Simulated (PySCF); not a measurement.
```xyz
4

C     -0.0911     0.0008     0.1145
F      1.2310    -0.0161    -0.0363
H     -0.5573     0.9655    -0.0356
H     -0.5826    -0.9502    -0.0425
```

Charge 0, multiplicity 2.

Question: Give the Mulliken and meta-Löwdin atomic charges from PBE0-D4/def2-TZVP in PySCF 2.14.0.

Answer: 
```
atom  Mulliken (e)  meta-Löwdin (e)
----  ------------  ---------------
C1           -0.09            -0.01
F2           -0.17            -0.24
H3            0.13             0.13
H4            0.13             0.13
```
